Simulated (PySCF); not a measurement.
Record of a relaxation.

F₅Ge₂H.
SMILES with atom numbers: `[F:1][GeH:2]([F:3])[Ge:4]([F:5])([F:6])[F:7]` (hydrogens: H8 on Ge2)

Computed by this run: PySCF, PBE0-D3(BJ)/def2-SVP geometry optimisation, gas phase; density fitting, grid level 1; the optimiser is geomeTRIC in internal coordinates, started from a GFN2-xTB structure with every atom displaced at random (about 0.01 Å). The frame can shift and turn from step to step; on so coarse a grid that alone can change the energy by a few meV, and forces under 0.02 eV/Å are noise.

Step 0: E = -126590.0478 eV, largest atomic force 1.051 eV/Å
```
atom  x, y, z in Å  |  force x, y, z in eV/Å
F1     -1.790   -1.270    1.142    0.416   0.231  -0.327
Ge2    -1.283   -0.172   -0.110   -0.035   0.249   1.021
F3     -2.100    1.295    0.340    0.484  -0.208  -0.120
Ge4     1.225    0.140    0.026    0.480  -0.148  -0.450
F5      1.994    0.668    1.470   -0.440  -0.015   0.048
F6      1.820    1.254   -1.161   -0.454  -0.169   0.193
F7      2.106   -1.305   -0.363   -0.540   0.224   0.106
H8     -1.917   -0.629   -1.397    0.089  -0.165  -0.471
```

Step 1: E = -126590.2042 eV, largest atomic force 0.451 eV/Å
```
atom  x, y, z in Å  |  force x, y, z in eV/Å
F1     -1.671   -1.265    1.156    0.005  -0.111   0.081
Ge2    -1.248   -0.169   -0.102    0.437   0.067   0.088
F3     -1.967    1.326    0.353   -0.018   0.151   0.021
Ge4     1.201    0.133    0.013   -0.399  -0.043  -0.077
F5      1.862    0.667    1.501   -0.059   0.022   0.036
F6      1.721    1.254   -1.179    0.002   0.099  -0.061
F7      2.009   -1.330   -0.373    0.027  -0.141  -0.002
H8     -1.852   -0.636   -1.420    0.006  -0.044  -0.087
```

Step 2: E = -126590.2184 eV, largest atomic force 0.148 eV/Å
```
atom  x, y, z in Å  |  force x, y, z in eV/Å
F1     -1.633   -1.268    1.169    0.006  -0.009  -0.007
Ge2    -1.223   -0.165   -0.092   -0.098  -0.001   0.031
F3     -1.932    1.341    0.363    0.010   0.004  -0.007
Ge4     1.175    0.129    0.000    0.131  -0.003  -0.070
F5      1.824    0.668    1.493   -0.027   0.011   0.004
F6      1.690    1.257   -1.192   -0.004  -0.004   0.011
F7      1.979   -1.344   -0.376   -0.015   0.004   0.013
H8     -1.824   -0.637   -1.416   -0.003  -0.002   0.026
```

Step 3: E = -126590.2194 eV, largest atomic force 0.061 eV/Å
```
atom  x, y, z in Å  |  force x, y, z in eV/Å
F1     -1.630   -1.269    1.175    0.007   0.002  -0.004
Ge2    -1.227   -0.164   -0.087   -0.020   0.006   0.031
F3     -1.930    1.343    0.368    0.008  -0.004  -0.003
Ge4     1.179    0.128   -0.008    0.031  -0.008  -0.052
F5      1.824    0.672    1.485   -0.014   0.011   0.004
F6      1.692    1.256   -1.201    0.003  -0.010   0.005
F7      1.981   -1.347   -0.378   -0.005   0.007   0.007
H8     -1.834   -0.639   -1.406   -0.010  -0.003   0.012
```

Step 4: E = -126590.2205 eV, largest atomic force 0.071 eV/Å
```
atom  x, y, z in Å  |  force x, y, z in eV/Å
F1     -1.613   -1.266    1.195    0.006   0.010   0.012
Ge2    -1.229   -0.163   -0.073    0.048   0.000  -0.005
F3     -1.920    1.349    0.386   -0.001  -0.003   0.009
Ge4     1.183    0.127   -0.030   -0.071  -0.003   0.004
F5      1.821    0.683    1.461    0.007   0.007  -0.002
F6      1.695    1.248   -1.229    0.014  -0.015  -0.013
F7      1.981   -1.354   -0.385    0.012   0.003  -0.004
H8     -1.862   -0.642   -1.378   -0.015   0.001   0.000
```

Step 5: E = -126590.2212 eV, largest atomic force 0.109 eV/Å
```
atom  x, y, z in Å  |  force x, y, z in eV/Å
F1     -1.590   -1.261    1.222    0.006   0.013   0.019
Ge2    -1.231   -0.161   -0.057    0.060  -0.005  -0.031
F3     -1.907    1.355    0.410   -0.005  -0.002   0.015
Ge4     1.184    0.124   -0.056   -0.098   0.003   0.046
F5      1.819    0.698    1.430    0.018   0.003  -0.010
F6      1.695    1.233   -1.265    0.013  -0.017  -0.025
F7      1.980   -1.362   -0.393    0.017   0.000  -0.009
H8     -1.896   -0.646   -1.344   -0.011   0.005  -0.004
```

Step 6: E = -126590.2218 eV, largest atomic force 0.108 eV/Å
```
atom  x, y, z in Å  |  force x, y, z in eV/Å
F1     -1.549   -1.247    1.269    0.003   0.009   0.019
Ge2    -1.233   -0.157   -0.030    0.044  -0.006  -0.044
F3     -1.884    1.366    0.451   -0.005   0.000   0.014
Ge4     1.181    0.118   -0.096   -0.076   0.011   0.076
F5      1.823    0.725    1.375    0.023  -0.003  -0.017
F6      1.691    1.198   -1.332    0.001  -0.015  -0.032
F7      1.975   -1.375   -0.405    0.012  -0.006  -0.009
H8     -1.950   -0.648   -1.286   -0.001   0.009  -0.007
```

Step 7: E = -126590.2222 eV, largest atomic force 0.063 eV/Å
```
atom  x, y, z in Å  |  force x, y, z in eV/Å
F1     -1.525   -1.235    1.297   -0.001   0.004   0.009
Ge2    -1.233   -0.152   -0.013    0.014  -0.003  -0.028
F3     -1.870    1.373    0.478   -0.003   0.002   0.007
Ge4     1.178    0.114   -0.116   -0.021   0.011   0.059
F5      1.834    0.742    1.339    0.017  -0.005  -0.016
F6      1.683    1.167   -1.376   -0.011  -0.008  -0.022
F7      1.968   -1.384   -0.409    0.001  -0.008  -0.002
H8     -1.979   -0.644   -1.252    0.005   0.008  -0.007
```

Step 8: E = -126590.2229 eV, largest atomic force 0.038 eV/Å
```
atom  x, y, z in Å  |  force x, y, z in eV/Å
F1     -1.522   -1.227    1.307   -0.005  -0.001  -0.005
Ge2    -1.233   -0.147   -0.007   -0.017   0.002   0.002
F3     -1.865    1.379    0.490   -0.001   0.003  -0.002
Ge4     1.175    0.110   -0.118    0.035   0.002   0.014
F5      1.850    0.749    1.324    0.006  -0.004  -0.008
F6      1.674    1.145   -1.396   -0.015   0.001  -0.005
F7      1.959   -1.393   -0.407   -0.010  -0.007   0.008
H8     -1.984   -0.634   -1.245    0.007   0.005  -0.003
```

Step 9: E = -126590.2235 eV, largest atomic force 0.053 eV/Å
```
atom  x, y, z in Å  |  force x, y, z in eV/Å
F1     -1.535   -1.225    1.300   -0.005  -0.003  -0.011
Ge2    -1.233   -0.143   -0.009   -0.025   0.007   0.018
F3     -1.867    1.383    0.486    0.001   0.002  -0.005
Ge4     1.176    0.107   -0.107    0.048  -0.006  -0.022
F5      1.865    0.745    1.328   -0.002   0.000   0.000
F6      1.669    1.136   -1.394   -0.009   0.004   0.006
F7      1.952   -1.399   -0.399   -0.012  -0.005   0.013
H8     -1.972   -0.624   -1.257    0.004   0.002   0.001
```

Step 10: E = -126590.2239 eV, largest atomic force 0.037 eV/Å
```
atom  x, y, z in Å  |  force x, y, z in eV/Å
F1     -1.548   -1.222    1.292   -0.004  -0.002  -0.007
Ge2    -1.233   -0.138   -0.012   -0.013   0.007   0.015
F3     -1.867    1.388    0.483    0.003   0.001  -0.004
Ge4     1.178    0.103   -0.100    0.025  -0.008  -0.027
F5      1.875    0.741    1.331   -0.003   0.001   0.004
F6      1.668    1.129   -1.390   -0.001   0.001   0.008
F7      1.945   -1.408   -0.390   -0.007  -0.002   0.010
H8     -1.963   -0.613   -1.267    0.001   0.002   0.001
```

Step 11: E = -126590.2241 eV, largest atomic force under 0.02 eV/Å
```
atom  x, y, z in Å  |  force x, y, z in eV/Å
F1     -1.561   -1.217    1.286   -0.002   0.001  -0.001
Ge2    -1.234   -0.129   -0.012    0.004   0.002   0.004
F3     -1.863    1.399    0.482    0.003   0.002  -0.001
Ge4     1.180    0.097   -0.097   -0.008  -0.005  -0.015
F5      1.884    0.736    1.331   -0.003   0.001   0.004
F6      1.672    1.116   -1.391    0.009  -0.003   0.006
F7      1.936   -1.421   -0.379    0.000   0.000   0.002
H8     -1.959   -0.598   -1.272   -0.003   0.003  -0.001
```

Q: Summarise the path.

A: The energy falls by 17.01 kJ/mol from step 0 to step 11; nine tenths of that is first reached at step 2. It falls at every step. The largest force goes from 1.051 to under 0.02 eV/Å. Among the bonds Ge2–Ge4 changes most, from 2.531 to 2.426 Å; the atoms move by 0.145 Å rms after alignment.

Q: Follow the three bonds and two angles with the largest change from start to end.

A: 
```json
{"step": "0", "E above end (kJ/mol)": "17.01", "largest force (eV/Å)": "1.051", "Ge2–Ge4 (Å)": "2.531", "Ge2–H8 (Å)": "1.506", "Ge4–F7 (Å)": "1.736", "Ge2–Ge4–F5 (°)": "121.7", "F5–Ge4–F7 (°)": "102.6"}
{"step": "1", "E above end (kJ/mol)": "1.92", "largest force (eV/Å)": "0.451", "Ge2–Ge4 (Å)": "2.470", "Ge2–H8 (Å)": "1.523", "Ge4–F7 (Å)": "1.716", "Ge2–Ge4–F5 (°)": "117.5", "F5–Ge4–F7 (°)": "106.2"}
{"step": "2", "E above end (kJ/mol)": "0.55", "largest force (eV/Å)": "0.148", "Ge2–Ge4 (Å)": "2.418", "Ge2–H8 (Å)": "1.529", "Ge4–F7 (Å)": "1.720", "Ge2–Ge4–F5 (°)": "116.5", "F5–Ge4–F7 (°)": "106.4"}
{"step": "3", "E above end (kJ/mol)": "0.45", "largest force (eV/Å)": "0.061", "Ge2–Ge4 (Å)": "2.425", "Ge2–H8 (Å)": "1.528", "Ge4–F7 (Å)": "1.720", "Ge2–Ge4–F5 (°)": "116.1", "F5–Ge4–F7 (°)": "106.5"}
{"step": "4", "E above end (kJ/mol)": "0.35", "largest force (eV/Å)": "0.071", "Ge2–Ge4 (Å)": "2.430", "Ge2–H8 (Å)": "1.528", "Ge4–F7 (Å)": "1.719", "Ge2–Ge4–F5 (°)": "115.0", "F5–Ge4–F7 (°)": "106.7"}
{"step": "5", "E above end (kJ/mol)": "0.28", "largest force (eV/Å)": "0.109", "Ge2–Ge4 (Å)": "2.432", "Ge2–H8 (Å)": "1.528", "Ge4–F7 (Å)": "1.719", "Ge2–Ge4–F5 (°)": "114.0", "F5–Ge4–F7 (°)": "106.7"}
{"step": "6", "E above end (kJ/mol)": "0.22", "largest force (eV/Å)": "0.108", "Ge2–Ge4 (Å)": "2.431", "Ge2–H8 (Å)": "1.528", "Ge4–F7 (Å)": "1.719", "Ge2–Ge4–F5 (°)": "112.8", "F5–Ge4–F7 (°)": "106.8"}
{"step": "7", "E above end (kJ/mol)": "0.18", "largest force (eV/Å)": "0.063", "Ge2–Ge4 (Å)": "2.428", "Ge2–H8 (Å)": "1.528", "Ge4–F7 (Å)": "1.719", "Ge2–Ge4–F5 (°)": "112.6", "F5–Ge4–F7 (°)": "106.8"}
{"step": "8", "E above end (kJ/mol)": "0.11", "largest force (eV/Å)": "0.038", "Ge2–Ge4 (Å)": "2.425", "Ge2–H8 (Å)": "1.528", "Ge4–F7 (Å)": "1.719", "Ge2–Ge4–F5 (°)": "113.1", "F5–Ge4–F7 (°)": "106.7"}
{"step": "9", "E above end (kJ/mol)": "0.05", "largest force (eV/Å)": "0.053", "Ge2–Ge4 (Å)": "2.424", "Ge2–H8 (Å)": "1.528", "Ge4–F7 (Å)": "1.719", "Ge2–Ge4–F5 (°)": "113.8", "F5–Ge4–F7 (°)": "106.6"}
{"step": "10", "E above end (kJ/mol)": "0.02", "largest force (eV/Å)": "0.037", "Ge2–Ge4 (Å)": "2.425", "Ge2–H8 (Å)": "1.528", "Ge4–F7 (Å)": "1.719", "Ge2–Ge4–F5 (°)": "114.2", "F5–Ge4–F7 (°)": "106.6"}
{"step": "11", "E above end (kJ/mol)": "0.00", "largest force (eV/Å)": "under 0.02", "Ge2–Ge4 (Å)": "2.426", "Ge2–H8 (Å)": "1.528", "Ge4–F7 (Å)": "1.719", "Ge2–Ge4–F5 (°)": "114.4", "F5–Ge4–F7 (°)": "106.6"}
```

The cost below is that of the whole optimisation. The run took 2.0 min on Arm Neoverse V2, one thread, shared host with 96 logical CPUs at a one-minute load of 39, and the process peaked at 0.61 GiB of memory.
